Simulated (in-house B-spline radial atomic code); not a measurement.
Ionisation energies with and without relativity, with size and susceptibility from the Dirac run. Dirac energy differences include first-order Breit, QED and recoil terms. NIST's values go from ground level to ground level; the uncertainty of those that are theory runs from under 0.1 % in few-electron ions to several per cent in heavy many-electron ones. Computed with a radial B-spline atomic code at the basis-set limit: non-relativistic Hartree-Fock and Dirac-Hartree-Fock, averages of the configuration (point nuclei without relativity, finite nuclei with it).

```
 ion      configuration  configuration after  ionisation non-relativistic (eV)  ionisation Dirac Breit and QED (eV)  tabulated value (eV)    tabulated kind  radius at density 0.001 (bohr)  diamagnetic susceptibility (10⁻⁶ cm³/mol)
Ar6+           [Ne] 3s2             [Ne] 3s1                            121.86                               122.26                124.41    semi-empirical                           2.398                                    -3.7089
 V6+       [Ne] 3s2 3p5         [Ne] 3s2 3p4                            150.50                               150.65                150.72    semi-empirical                           2.242                                     -5.924
Kr6+      [Ar] 3d10 4s2        [Ar] 3d10 4s1                            105.38                               106.95                109.13  tabulated theory                            2.62                                    -8.5779
Zr6+  [Ar] 3d10 4s2 4p4    [Ar] 3d10 4s2 4p3                            113.42                               113.92                   112  tabulated theory                           2.658                                    -11.651
Rh6+           [Kr] 4d3             [Kr] 4d2                             96.56                                95.68                    97  tabulated theory                           2.644                                    -13.854
Sb6+           [Kr] 4d9             [Kr] 4d8                            120.60                               119.40                   117  tabulated theory                           2.471                                    -14.523
Xe6+      [Kr] 4d10 5s2        [Kr] 4d10 5s1                             86.62                                89.61                  91.6    semi-empirical                           2.951                                    -17.228
```
